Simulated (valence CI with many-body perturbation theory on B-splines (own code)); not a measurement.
## E1 line list for Rb32+

Method: relativistic CI+MBPT: three valence electrons over a frozen Dirac-Fock core [He], radial functions for each j: 11 s, 11 p, 10 d, 8 f, 5 g, 2 h, with the one-electron correlation potential Σ1 (screened to all orders), the two-electron term Σ2, the three-electron term Σ3, Breit, model QED; selected single and double excitations, second order for the rest, scaled by the run's own slope (own B-spline code, finite nucleus).

The last digits are not significant, and no measured levels were compared; by estimate large intervals hold to a few tenths of a per cent, small ones and those within an open d or f shell to about a per cent.

Lines 51 to 100 of 593 in falling wavelength, among levels below 239.45 Ry, chosen from the strongest by gf and those to the six lowest levels. Wavelengths and rates use the calculated energies. Electric multipoles are in the length gauge, E1 and E2 with the static RPA response of the core. Weak lines are less certain than strong ones. Lines between different terms over intervals too small for the method are left out, as are lines whose strength nearly cancels. The highest levels of a list are the least certain.

Levels are named by their leading jj configuration (3d3/2^4 stands for four electrons in 3d with j = 3/2), which in mixed levels can hold well under half, so a name can repeat and another be missing. Letters in brackets count levels of one name in rising energy.

```csv
λ vac (Å),Upper,Lower,A (s⁻¹),S (a.u.)
545.1,(2s 2p1/2 4p3/2) J=5/2,(2s 2p1/2 4s) J=3/2,1.94e+09,9.30e-01
538.1,(2s 2p3/2 4p3/2) J=1/2 [a],(2s 2p3/2 4s) J=3/2 [a],2.01e+09,3.10e-01
520.5,(2s 2p3/2 4p3/2) J=1/2 [b],(2s 2p3/2 4s) J=1/2,1.57e+09,2.19e-01
515.6,(2s 2p1/2 4p3/2) J=3/2 [b],(2s 2p1/2 4s) J=3/2,8.02e+08,2.17e-01
508.2,(2s 2p3/2 4d5/2) J=7/2 [a],(2s 2p3/2 4p1/2) J=5/2,4.34e+08,2.25e-01
489.4,(2s 2p3/2 4p3/2) J=5/2 [a],(2s 2p3/2 4s) J=5/2,1.05e+09,3.65e-01
408.4,(2p3/2^2 3d5/2) J=7/2,(2p3/2^2 3p3/2) J=5/2,8.64e+08,2.32e-01
407.4,(2p1/2 2p3/2 3d5/2) J=9/2,(2p1/2 2p3/2 3p3/2) J=7/2,1.21e+09,4.03e-01
406.1,(2s 2p3/2 3d5/2) J=9/2,(2s 2p3/2 3p3/2) J=7/2,1.03e+09,3.42e-01
405.0,(2p1/2 2p3/2 3d5/2) J=7/2 [a],(2p1/2 2p3/2 3p3/2) J=5/2 [a],1.00e+09,2.63e-01
397.7,(2p3/2^2 3d5/2) J=9/2,(2p3/2^2 3p3/2) J=7/2,1.25e+09,3.89e-01
388.5,(2s 2p1/2 3d5/2) J=7/2,(2s 2p1/2 3p3/2) J=5/2,1.17e+09,2.71e-01
380.2,(2p3/2^2 3d5/2) J=5/2 [b],(2p3/2^2 3p3/2) J=3/2 [b],1.41e+09,2.29e-01
372.8,(2p1/2 2p3/2 3d5/2) J=7/2 [b],(2p1/2 2p3/2 3p3/2) J=5/2 [b],1.36e+09,2.77e-01
371.9,(2p1/2^2 3d5/2) J=5/2,(2p1/2^2 3p3/2) J=3/2,1.53e+09,2.33e-01
370.0,(2p1/2 2p3/2 3d5/2) J=5/2 [a],(2p1/2 2p3/2 3p3/2) J=3/2 [a],9.42e+08,1.41e-01
366.7,(2s 2p3/2 3d5/2) J=7/2 [b],(2s 2p3/2 3p3/2) J=5/2 [b],1.26e+09,2.44e-01
343.5,(2p3/2^2 3p1/2) J=3/2,(2p3/2^2 3s) J=5/2,1.76e+09,1.41e-01
342.1,(2s 2p3/2 3d5/2) J=5/2 [b],(2s 2p3/2 3p3/2) J=3/2 [b],1.23e+09,1.46e-01
341.9,(2s 2p1/2 3d5/2) J=5/2 [a],(2s 2p1/2 3p3/2) J=3/2 [a],1.11e+09,1.31e-01
339.2,(2s^2 3d5/2) J=5/2,(2s^2 3p3/2) J=3/2,1.57e+09,1.82e-01
323.3,(2p1/2 2p3/2 3d5/2) J=5/2 [b],(2p1/2 2p3/2 3p3/2) J=3/2 [b],1.66e+09,1.66e-01
320.7,(2s 2p1/2 3d5/2) J=5/2 [b],(2s 2p1/2 3p3/2) J=3/2 [b],1.82e+09,1.78e-01
318.1,(2s 2p3/2 3d5/2) J=5/2 [a],(2s 2p3/2 3p3/2) J=3/2 [a],1.28e+09,1.22e-01
318.0,(2s 2p3/2 3p1/2) J=3/2 [a],(2s 2p3/2 3s) J=5/2,1.90e+09,1.21e-01
317.9,(2p3/2^2 3p1/2) J=5/2,(2p3/2^2 3s) J=5/2,1.53e+09,1.45e-01
310.9,(2s 2p3/2 3d5/2) J=7/2 [a],(2s 2p3/2 3p3/2) J=5/2 [a],1.73e+09,2.06e-01
297.5,(2s 2p3/2 3p1/2) J=5/2,(2s 2p3/2 3s) J=5/2,2.03e+09,1.58e-01
289.1,(2s 2p3/2 3d3/2) J=7/2,(2s 2p3/2 3p1/2) J=5/2,1.56e+09,1.49e-01
284.0,(2p1/2 2p3/2 3p1/2) J=3/2 [b],(2p1/2 2p3/2 3s) J=5/2,2.61e+09,1.18e-01
282.3,(2p1/2 2p3/2 3d3/2) J=5/2 [a],(2p1/2 2p3/2 3p1/2) J=3/2 [a],1.84e+09,1.22e-01
277.7,(2p1/2 2p3/2 3d3/2) J=7/2,(2p1/2 2p3/2 3p1/2) J=5/2,2.43e+09,2.05e-01
275.3,(2s 2p1/2 3d3/2) J=5/2,(2s 2p1/2 3p1/2) J=3/2,1.94e+09,1.20e-01
271.0,(2p3/2^2 3d3/2) J=7/2,(2p3/2^2 3p1/2) J=5/2,3.23e+09,2.53e-01
267.3,(2s 2p3/2 3d3/2) J=5/2 [b],(2s 2p3/2 3p1/2) J=3/2 [b],2.24e+09,1.27e-01
267.0,(2p1/2 2p3/2 3p3/2) J=7/2,(2p1/2 2p3/2 3s) J=5/2,5.35e+09,4.03e-01
266.7,(2p1/2^2 3d3/2) J=3/2,(2p1/2^2 3p1/2) J=1/2,3.46e+09,1.30e-01
264.2,(2p1/2 2p3/2 3p3/2) J=5/2 [a],(2p1/2 2p3/2 3s) J=3/2 [a],4.30e+09,2.35e-01
264.1,(2p3/2^2 3p3/2) J=5/2,(2p3/2^2 3s) J=5/2,1.99e+09,1.09e-01
262.9,(2s 2p1/2 3d3/2) J=3/2 [a],(2s 2p1/2 3p1/2) J=1/2 [a],2.90e+09,1.04e-01
260.6,(2p3/2^2 3d3/2) J=3/2 [b],(2p3/2^2 3p1/2) J=1/2,3.68e+09,1.28e-01
258.2,(2p3/2^2 3p3/2) J=7/2,(2p3/2^2 3s) J=5/2,5.19e+09,3.53e-01
256.3,(2s 2p3/2 3p3/2) J=5/2 [b],(2s 2p3/2 3s) J=3/2 [b],3.74e+09,1.86e-01
250.5,(2p3/2^2 3p3/2) J=3/2 [b],(2p3/2^2 3s) J=1/2,5.44e+09,1.69e-01
249.2,(2s^2 3d3/2) J=3/2,(2s^2 3p1/2) J=1/2,3.15e+09,9.63e-02
244.2,(2p1/2^2 3p3/2) J=3/2,(2p1/2^2 3s) J=1/2,6.15e+09,1.77e-01
243.6,(2s 2p3/2 3p3/2) J=5/2 [a],(2s 2p3/2 3s) J=3/2 [a],3.38e+09,1.45e-01
241.5,(2s 2p3/2 3p3/2) J=7/2,(2s 2p3/2 3s) J=5/2,5.96e+09,3.32e-01
239.2,(2p1/2 2p3/2 3p3/2) J=5/2 [b],(2p1/2 2p3/2 3s) J=3/2 [b],5.03e+09,2.04e-01
230.3,(2s^2 3p3/2) J=3/2,(2s^2 3s) J=1/2,5.93e+09,1.43e-01
```
